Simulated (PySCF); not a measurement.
Bonds (- single, = double, # triple, : aromatic): O1-Si2, Si2-C3, C3-F4, C3=C5, C5-Si6, Si6-O7, O7-Si8. O1 carries H9; Si2 carries H10, H11; C5 carries H12; Si6 carries H13, H14; Si8 carries H15, H16, H17. Stereochemistry as in O[SiH2]/C(F)=C\[SiH2]O[SiH3].

- geometry: GFN2-xTB
- GIAO PBE0/pcSseg-1 shieldings
- program: PySCF 2.14.0 with density-fitted response routines
- one conformer, fast rotation and ring inversion assumed for equivalent nuclei, no solvent, no relativistic terms

Referencing at the same level of theory: TMS for 13C (σ = 186.93 ppm) and 1H (σ = 31.72 ppm) and 29Si (σ = 349.16 ppm); H2O for 17O (σ = 336.08 ppm); CFCl3 for 19F (σ = 170.95 ppm).

| atoms | nucleus | count | Hirshfeld charge | δ (ppm) |
| --- | --- | --- | --- | --- |
| C3 | 13C | 1 | 0.00 | 192.6 |
| C5 | 13C | 1 | -0.18 | 118.7 |
| H12 | 1H | 1 | 0.05 | 6.04 |
| O7 | 17O | 1 | -0.28 | 24.0 |
| H13/H14 | 1H | 2 | -0.08 | 5.36 |
| Si8 | 29Si | 1 | 0.40 | -37.7 |
| Si6 | 29Si | 1 | 0.41 | -28.7 |
| H10/H11 | 1H | 2 | -0.08 | ? |
| H9 | 1H | 1 | 0.13 | 3.19 |
| H15/H16/H17 | 1H | 3 | -0.07 | ? |
| F4 | 19F | 1 | -0.09 | ? |
| O1 | 17O | 1 | -0.30 | ? |
| Si2 | 29Si | 1 | 0.40 | -41.1 |

Complete the table.

Results:


- H10/H11: 5.15 ppm, hydrogen on a silicon bonded to C, O
- H15/H16/H17: 5.15 ppm, hydrogen on a silicon bonded to O
- O1: 19.5 ppm, oxygen bonded to Si, H
- F4: -54.2 ppm, vinylic fluorine

The OH or NH signal is concentration- and solvent-dependent in practice; the value given is the gas-phase one. Shifts are as computed. Against solution values, carbons near 30 ppm lie about +3 ppm off and those near 130 ppm about +5 ppm. Of 1309 compounds with measured shifts, 239 miss one by over three times the rms of a fit or turn the order of signals round; such compounds aren't used in these exercises. Unscaled 19F shifts against computed CFCl3 carry errors that often reach 10 to 50 ppm. Experimental scales use liquid or dissolved standards, which lie at an offset from isolated H2O (liquid H2O: subtract about 36 ppm).
